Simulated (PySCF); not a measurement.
Methyl benzoate, C8H8O2.
Bonds: C1–O2, O2–C3, C3–O4 (double), C3–C5, C5–C6 (aromatic), C6–C7 (aromatic), C7–C8 (aromatic), C8–C9 (aromatic), C9–C10 (aromatic), C5–C10 (aromatic). Hydrogens: H11, H12, H13 on C1; H14 on C6; H15 on C7; H16 on C8; H17 on C9; H18 on C10.

The calculation used TDDFT PBE0/def2-SVPD, vertical, gas phase, core orbitals frozen in the response (PySCF). Isolated species at its PBE0-D3(BJ)/def2-SVP geometry (one conformer only). Torsions of this conformer, `[CH3:1][O:2][C:3](=[O:4])[c:5]1[cH:6][cH:7][cH:8][cH:9][cH:10]1`: C1–O2–C3–O4 0°, O2–C3–C5–C6 180°.

Broadening: Gaussians 0.5 eV wide at half height, area fixed by f = 4.319×10⁻⁹ ∫ε dν̃. The width is an assumption, not a result. The curve ends short of the highest state used, and states not computed would add to its high-energy end.

(E (eV), ε (L mol⁻¹ cm⁻¹)): (4.27, 1), (4.33, 3), (4.38, 6), (4.44, 13), (4.49, 25), (4.55, 51), (4.60, 88), (4.66, 155), (4.72, 254), (4.77, 364), (4.83, 529), (4.88, 695), (4.94, 938), (4.99, 1196), (5.05, 1628), (5.10, 2153), (5.16, 3081), (5.22, 4421), (5.27, 5871), (5.33, 7920), (5.38, 9718), (5.44, 11672), (5.49, 12857), (5.55, 13465), (5.60, 13186), (5.66, 11963), (5.72, 10029), (5.77, 8152), (5.83, 5922), (5.88, 4294), (5.94, 2778), (5.99, 1931), (6.05, 1422), (6.10, 1422), (6.16, 1972), (6.22, 3241), (6.27, 4992), (6.33, 8138), (6.38, 11768), (6.44, 17377), (6.49, 22944), (6.55, 30187), (6.60, 36051), (6.66, 41875)

**Question.** Locate the maxima and give the states behind the curve.

**Answer.** 223 nm (5.56 eV), ε about 13000, made up of S3 (100%) (ε in L mol⁻¹ cm⁻¹; maxima over ε = 5, shares over 10%). At its high-energy end, 6.66 eV, the curve is still rising (ε about 42000, from S6 and S7). The states used: S1 5.02 eV (f 0.0001); S2 5.05 eV (f 0.016); S3 5.56 eV (f 0.249); S4 6.49 eV (f 0.047); S5 6.59 eV (f 0.0001); S6 6.70 eV (f 0.277); S7 6.79 eV (f 0.571); S8 6.91 eV (f 0.0000); S9 7.21 eV (f 0.0008); S10 7.26 eV (f 0.0007).

**Question.** On this curve, what absorbance would a 10⁻⁴ mol/L sample give at 248 nm over a 1 cm path?

**Answer.** 248 nm is 4.999 eV, where ε is about 1300 L mol⁻¹ cm⁻¹, so A = ε c l ≈ 0.13 (Beer–Lambert, with the gas-phase spectrum and the assumed width).

**Question.** What would ε be at 5.56 eV, the highest of these maxima, with half the width (0.25 eV)?

**Answer.** About 26800 L mol⁻¹ cm⁻¹ against 13500, a factor of about 1.99; a lone state at its own centre would give exactly 2.

**Question.** Coming from long wavelengths, where does ε first pass 100 L mol⁻¹ cm⁻¹?

**Answer.** At about 269 nm (4.61 eV), 0.41 eV below S1.
